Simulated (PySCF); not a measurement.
# What a mistake does to a calculation on B2ClH2O cation

These are calculations, not measurements. The program is PySCF 2.14.0, an open-source quantum chemistry code, run on an isolated molecule that a program drew, which may never have been made. The molecule is B2ClH2O cation (charge +1, singlet), drawn as the SMILES string `O[B+]BCl`.

Each row is a Hartree-Fock (HF) and frozen-core CCSD(T) single point in the cc-pV(D+d)Z basis, meant for a local HF minimum. Run 1 is clean. Each other run has one planted mistake out of seven kinds, and not every kind appears here: one electron removed, one electron added, multiplicity raised by two, geometry at a saddle point, minimal basis STO-3G, one bond length entered in bohr, all coordinates scaled. The reference is restricted for singlets and unrestricted otherwise, and also for a bond in bohr. Adding or removing an electron swaps singlet and doublet. Electrons count all cores. HOMO and LUMO are orbital energies over both spins, the gradient is its largest component, and the lowest frequency (negative if imaginary) is given only where the gradient is small. Bond lengths are over the 5 bonds as drawn. T1 is the CCSD diagnostic: over 0.02 (restricted) or 0.045 (unrestricted) a single reference is doubtful.

Geometry of the clean run:
```xyz
6
B2ClH2O cation, angstrom
O    -1.8956    2.7083    0.7436
B    -0.8616    2.0716    0.5478
B     0.6428    1.2490    0.2520
Cl    0.6156   -0.4491    0.4388
H    -2.8184    2.6597    0.9834
H     1.5901    1.8870   -0.0568
```

| run | electrons | basis functions | <S^2> | HOMO (eV) | LUMO (eV) | gradient (hartree/bohr) | lowest frequency (cm^-1) | mean bond (Å) | longest bond (Å) | T1 | HF (hartree) | CCSD(T) (hartree) | mistake |
|---|---|---|---|---|---|---|---|---|---|---|---|---|---|
| 1 | 36 | 75 | 0.000 | -17.24 | -5.00 | 4.2e-06 | 133 | 1.3633 | 1.740 | 0.0188 | -584.69571 | -585.20195 | no fault |
| 2 | 35 | 75 | 0.763 | -26.38 | -14.47 | 3.5e-02 | - | 1.3633 | 1.740 | 0.0313 | -584.11344 | -584.59877 | one electron removed |
| 3 | 36 | 75 | 0.000 | -17.18 | -5.26 | 7.4e-02 | - | 1.4778 | 1.886 | 0.0224 | -584.65753 | -585.17391 | all coordinates scaled |
| 4 | 36 | 75 | 2.016 | -12.95 | -8.21 | 7.2e-02 | - | 1.3633 | 1.740 | 0.0358 | -584.55542 | -585.06053 | ? |
| 5 | 36 | 26 | 0.000 | -16.10 | -2.56 | 5.1e-02 | - | 1.3633 | 1.740 | 0.0236 | -578.16788 | -578.33534 | ? |

**Which mistake was planted in run 4, and what did it cost?**

Electrons, basis and geometry are unchanged, and <S^2> is 2.016, beside S(S+1) = 2.00 for a multiplicity of 3. So the mistake is: multiplicity raised by two. Subtracting run 1 and multiplying by 627.51 kcal/mol a hartree, the energy moved by 88.0 kcal/mol in HF and 88.7 kcal/mol in CCSD(T).

**Which mistake was planted in run 5, and what did it cost?**

It has 26 basis functions where the clean run has 75, with the same electrons and geometry. So the mistake is: minimal basis STO-3G. Subtracting run 1 and multiplying by 627.51 kcal/mol a hartree, the energy moved by 4096.3 kcal/mol in HF and 4308.9 kcal/mol in CCSD(T).

Cautions from the logs. Run 3: T1 is over the limit, so its CCSD(T) energy is less reliable; run 5: T1 is over the limit, so its CCSD(T) energy is less reliable.
